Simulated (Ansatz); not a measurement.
PBE exchange is replaced step by step with exact exchange (0 % is PBE, 25 % PBE0; no dispersion term), basis def2-TZVP, Ansatz. System: ReSe₂. Charge 0, multiplicity 2. Geometry: r2SCAN-D4/def2-TZVP.

Geometry of the doublet:

```xyz
3

Re   -0.1872   -0.3987    0.5862
Se   -1.0815    1.6123    0.2927
Se    1.2687   -1.2136   -0.8789
```

In the def2 sets Re takes a core potential; there is no spin–orbit coupling. At PBE-D4/def2-TZVP, PBE with 5 % exact exchange/def2-TZVP, PBE with 10 % exact exchange/def2-TZVP, PBE with 15 % exact exchange/def2-TZVP and others the charge 0 doublet is spin-contaminated (final ⟨S²⟩ up to 1.73, 0.75 for a pure state). The geometry of the doublet was relaxed on an unsound state (⟨S²⟩ 1.57, where a pure state has 0.75). At PBE0-D4/def2-TZVP a quartet of charge 0 lies 0.51 eV below the doublet, each at its own geometry. The structure comes from a short search, and lower isomers may exist.

HOMO and LUMO are taken over both spins.

```csv
exact exchange (%),HOMO (eV),LUMO (eV),gap (eV),⟨S²⟩
0,-5.34,-4.70,0.64,1.481
5,-5.59,-4.53,1.06,1.508
10,-5.84,-4.36,1.49,1.534
25,-6.57,-3.83,2.74,1.602
35,-7.03,-3.47,3.56,1.647
50,-7.68,-2.93,4.74,1.727
```

Question: Estimate the row for 15 %.

Answer: 
| exact exchange (%) | HOMO (eV) | LUMO (eV) | gap (eV) | ⟨S²⟩ |
| --- | --- | --- | --- | --- |
| 15 | -6.09 | -4.18 | 1.91 | 1.557 |
